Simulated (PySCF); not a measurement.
Species: C₆H₁₁AsBNO.
Structure used (PBE0-D3(BJ)/def2-SVP), in Å, numbered top down from 1:
```
atom  x, y, z in Å
C1     2.145   -1.630   -0.501
C2     1.618   -0.841    0.695
C3     1.001    0.465    0.305
C4     1.722    1.668    0.026
C5     0.786    2.597   -0.321
O6    -0.440    2.068   -0.281
C7    -0.335    0.750    0.100
B8    -1.669   -0.030    0.203
N9    -2.859    0.667   -0.009
As10  -1.737   -1.999    0.778
H11    1.333   -1.861   -1.207
H12    2.906   -1.056   -1.052
H13    2.600   -2.579   -0.181
H14    2.444   -0.645    1.398
H15    0.889   -1.450    1.253
H16    2.798    1.818    0.085
H17    0.854    3.645   -0.607
H18   -2.856    1.659   -0.217
H19   -3.777    0.245    0.014
H20   -3.099   -2.277    0.149
H21   -0.981   -2.532   -0.431
```

Computed with PBE0-D3(BJ)/def2-SVP geometry optimisation, gas phase (PySCF 2.14.0).

Take the most abundant isotopes and a rigid rotor. The values belong to one conformer with, in the numbering `[CH3:1][CH2:2][c:3]1[cH:4][cH:5][o:6][c:7]1[B:8]([NH2:9])[AsH2:10]`, C1–C2–C3–C4 -81°, O6–C7–B8–N9 -4°, C7–B8–As10–H -159° and -65°.

(1) What are A, B and C (MHz)?

(2) Classify the top.

(3) Is it planar, by Δ = Ic − Ia − Ib?

(4) Which lines would a microwave search look for?

(5) Estimate the classical rotational partition function at 25 K, 50 K and 200 K.

Answers

(1) Ia = 384.83, Ib = 763.10, Ic = 1101.29 u·Å²; 505379 MHz·u·Å²/I gives A = 1313, B = 662.3, C = 458.9 MHz.

(2) An asymmetric top: κ = (2 × 662.3 − 1313 − 458.9)/(1313 − 458.9) = -0.52.

(3) Not planar: Δ = Ic − Ia − Ib = -46.64 u·Å². For a rigid frame Δ = −2 Σ m c², so Σ m c² = 23.32 u·Å² lies off the ab plane: 8.87 from hydrogen and 14.45 from heavier atoms. The atom farthest from that plane is 1.59 Å away.

(4) The dipole components are |μa| = 1.25 D, |μb| = 1.34 D, |μc| = 0.53 D. Intensities carry the squares of the components, which stand as 0.86 : 1.00 : 0.15 (a : b : c). Some lines, for components of 0.1 D or more:

| type | branch | J(Ka,Kc) | MHz | lower level (cm⁻¹) |
| --- | --- | --- | --- | --- |
| c | Q | 2(1,2) ← 2(0,2) | 488 | 0.111 |
| a | Q | 2(1,1) ← 2(1,2) | 610 | 0.127 |
| c | Q | 1(1,1) ← 1(0,1) | 651 | 0.037 |
| b | Q | 1(1,0) ← 1(0,1) | 854 | 0.037 |
| b | Q | 2(1,1) ← 2(0,2) | 1098 | 0.111 |
| b | R | 2(0,2) ← 1(1,1) | 1551 | 0.059 |
| c | Q | 2(2,1) ← 2(1,1) | 1953 | 0.147 |
| c | R | 1(1,0) ← 0(0,0) | 1976 | 0.000 |
| b | Q | 2(2,0) ← 2(1,1) | 1994 | 0.147 |
| a | R | 2(1,2) ← 1(1,1) | 2039 | 0.059 |
| a | R | 2(0,2) ← 1(0,1) | 2202 | 0.037 |
| a | R | 2(1,1) ← 1(1,0) | 2446 | 0.066 |
| b | Q | 2(2,1) ← 2(1,2) | 2563 | 0.127 |
| b | R | 2(1,2) ← 1(0,1) | 2690 | 0.037 |
| c | R | 2(1,1) ← 1(0,1) | 3300 | 0.037 |
| c | R | 2(2,0) ← 1(1,0) | 4439 | 0.066 |
| c | R | 2(2,1) ← 1(1,1) | 4602 | 0.059 |
| b | R | 2(2,0) ← 1(1,1) | 4643 | 0.059 |

(5) Point group C1, symmetry number σ = 1; q = (√π/σ)·√((kT/h)³/(ABC)), k/h = 20836.6 MHz/K: 33400 at 25 K, 94300 at 50 K, 755000 at 200 K.

Whether it is a minimum is left open (no frequencies). Constants of a rigid frame at the computed geometry: no zero-point averaging, no centrifugal distortion. A rigid rotor knows nothing of internal rotation, which can split or shift real lines. Quadrupole hyperfine structure (11B, 14N, 75As) is left out.
